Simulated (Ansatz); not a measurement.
Cost and result for the atomization energy of AlF3H2O (`[OH2+][Al-]([F])([F])[F]`) (7 atoms, 6 bonds).

Charge 0, multiplicity 1. The structure was optimised at the PBE0-D4/def2-TZVP level. It is one conformer, not always the lowest. Program: Ansatz. All runs use 2 threads of a server CPU on a shared host. Times are those of one run each, without the atoms' runs, and a repeat can differ threefold. Electronic energies, without spin–orbit coupling; frozen cores. CCSD(T)/CBS adds CCSD(T) − MP2 in def2-TZVPP to the MP2 limit, and its time is that of the two runs behind it. T1 = 0.011. B3LYP takes the VWN-RPA correlation (the form of Gaussian; ORCA's B3LYP/G). HSE06 is the plane-wave form, built on full-range PBE exchange.

CCSD(T)/CBS is a level of theory with its own doubt, some kJ/mol a heavy atom from the limit and from the frozen cores, so smaller differences don't rank the functionals.

```
                             level  functions  wall time  atomization (kJ/mol)  difference from CCSD(T)/CBS  per bond
            LDA (SPW92)/def2-TZVPP        194      1.1 s                3274.0                        366.1      61.0
               HSE06-D4/def2-TZVPP        194      2.5 s                2805.1                       -102.8     -17.1
           CAM-B3LYP-D4/def2-TZVPP        194      2.9 s                2876.5                        -31.4      -5.2
 B3LYP-D4/def2-TZVPP (with forces)        194      3.1 s                2834.4                        -73.5     -12.3
r2SCAN-D4/def2-TZVPP (with forces)        194      3.7 s                2872.0                        -35.9      -6.0
                  CCSD(T)/def2-SVP         84      3.8 s                2700.3                       -207.6     -34.6
                 B2PLYP/def2-TZVPP        194      4.5 s                2843.2                        -64.7     -10.8
               PBE-QIDH/def2-TZVPP        194      5.5 s                2821.8                        -86.1     -14.4
                ωB97X-V/def2-TZVPP        194        6 s                2856.4                        -51.5      -8.6
                 B97M-V/def2-TZVPP        194      6.5 s                2855.4                        -52.5      -8.7
                    MP2/def2-QZVPP        358       13 s                2997.6                         89.7      14.9
                CCSD(T)/def2-TZVPP        194       87 s                2815.0                        -92.9     -15.5
                 CCSD(T)/CBS(def2)          –      100 s                2907.9                          0.0       0.0
```

The D4 term adds +15.9 kJ/mol with B3LYP and +8.2 kJ/mol with PBE0; it sums over pairs of atoms, weighted by their polarisabilities, and B3LYP, whose exchange is more repulsive, gets the larger term. In def2-TZVPP, CCSD(T) changes the Hartree–Fock value by +702.4 kJ/mol (the triples alone add +41.2 kJ/mol) and MP2 by +827.0 kJ/mol; breaking electron pairs costs correlation energy, which Hartree–Fock lacks. From PBE to PBE0 (25 % exact exchange), in def2-TZVPP and without D4, the atomization energy moves by −79.8 kJ/mol: exact exchange takes away binding that semilocal exchange gives to molecules.
